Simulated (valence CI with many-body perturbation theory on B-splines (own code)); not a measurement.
# Mo27+ in brief

Computed by configuration interaction combined with many-body perturbation theory (CI+MBPT): five valence electrons over a frozen Dirac-Fock core [Ne], a basis of 11 s, 11 p, 10 d, 8 f, 5 g, 2 h functions for each j, with the one-electron correlation potential Σ1 (screened to all orders), the two-electron term Σ2, the three-electron term Σ3, Breit, model QED; selected single and double excitations, second order for the rest, scaled by the run's own slope (own B-spline code, finite nucleus).

No measured spectrum was set against this ion. As an estimate, large intervals hold to a few tenths of a per cent, small ones and those within an open d or f shell to about a per cent. Among the levels kept, up to 3700 cm⁻¹ of a level comes from second order outside the variational space, and about a tenth of that is noise between levels of different J, which matters for small intervals.

Levels are named by their leading jj configuration (3d3/2^4 stands for four electrons in 3d with j = 3/2), which in mixed levels can hold well under half, so a name can repeat and another be missing.

Rates and lifetimes use the calculated energies. Strong lines usually hold to 10 to 20 %, long lifetimes can be off by a factor of two.

**Question.** What is the ground level?

**Answer.** (3s^2 3p1/2^2 3p3/2) J=3/2, composition 46 % 3s2.3p3 4S° + 34 % 3s2.3p3 2P° + 18 % 3s2.3p3 2D°, g = 1.549.

**Question.** Name the longest-lived excited levels whose lifetime is computed, and their main decay.

**Answer.** (3s^2 3p1/2 3p3/2^2) J=5/2 at 24.89 eV lives 60.8 μs, mostly by M1 to (3s^2 3p1/2^2 3p3/2) J=3/2; (3s^2 3p1/2 3p3/2^2) J=3/2 at 19.45 eV lives 12.0 μs, mostly by M1 to (3s^2 3p1/2^2 3p3/2) J=3/2; (3s^2 3p1/2 3p3/2^2) J=1/2 at 32.01 eV lives 9.23 μs, mostly by M1 to (3s^2 3p1/2^2 3p3/2) J=3/2. The lifetime of (3s^2 3p1/2 3p3/2 3d5/2) J=9/2 is too uncertain to give, and may be longer.

**Question.** Where does the other parity begin?

**Answer.** At (3s 3p1/2^2 3p3/2^2) J=5/2, 89.47 eV.

**Question.** What is the ionisation energy?

**Answer.** 1450.1 eV; NIST lists 1462 ± 6 eV (semi-empirical).

**Question.** Among levels below 315.57 eV, which E1 lines absorb most strongly from the ground level?

**Answer.** to (3s^2 3p1/2 3p3/2 3d3/2) J=5/2 at 8.376 nm, f = 0.260; to (3s^2 3p1/2 3p3/2 3d3/2) J=3/2 at 8.422 nm, f = 0.211; to (3s^2 3p1/2 3p3/2 3d5/2) J=5/2 at 7.859 nm, f = 0.0770.
